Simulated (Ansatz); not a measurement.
`C=C=C(C)F` + `C[SiH](O)Cl` → `CO[SiH](C)Cl` + `C=C=CF` at 500 K and 1 bar (substitution at a C–C bond).

Isolated molecules relaxed with PBE0-D4/def2-TZVP in Ansatz; ΔE leaves out vibrations. CCSD(T)/CBS is the MP2 limit (def2-TZVPP, def2-QZVPP) plus CCSD(T) − MP2 in def2-TZVPP, frozen cores. One conformer a species, not always the lowest.

| species | CCSD(T)/CBS energy (Eh) | H − E (kJ/mol) | S (J/(mol·K)) |
| --- | --- | --- | --- |
| `C=C=C(C)F` | -254.93710 | 240.3 | 363.4 |
| `C[SiH](O)Cl` | -865.21254 | 203.2 | 385.0 |
| `CO[SiH](C)Cl` | -904.45266 | 287.2 | 435.7 |
| `C=C=CF` | -215.66729 | 157.2 | 316.7 |

H − E and S are ideal-gas, rigid-rotor, harmonic terms from PBE0-D4/def2-TZVP, for one conformer and one mirror image of each species. 1 Eh = 2625.50 kJ/mol, R = 8.31446 J/(mol·K).

**Question.** By hand: ΔE, ΔH, ΔS and ΔG.

**Answer.** ΔE = (-904.45266) + (-215.66729) − (-254.93710) − (-865.21254) = 0.02969 Eh = 78.0 kJ/mol. Δ(H − E) = 287.2 + 157.2 − 240.3 − 203.2 = 0.9, so ΔH = 78.9 kJ/mol. ΔS = 435.7 + 316.7 − 363.4 − 385.0 = 4.0 J/(mol·K). ΔG = 78.9 − 500 × (4.0)/1000 = 76.9 kJ/mol.

**Question.** By hand: the equilibrium constant, and the temperature at which ΔG would vanish if ΔH and ΔS stayed fixed.

**Answer.** log₁₀ K = −ΔG/(RT ln 10) = -8.0. ΔG = 0 at ΔH/ΔS = 19725 K, far beyond where these terms or the molecules hold.

The number of gas molecules stays the same, so ΔS is small and ΔH decides. A doubt of 5 kJ/mol in ΔE shifts log₁₀ K by 0.5 here. Other conformers and mirror images would add mixing entropy, several J/(mol·K) or more a flexible species. These are equilibria of isolated gas molecules and say nothing of rates. Largest T1 diagnostic: 0.013 (customary marks: 0.02 for closed shells, 0.045 for open ones).
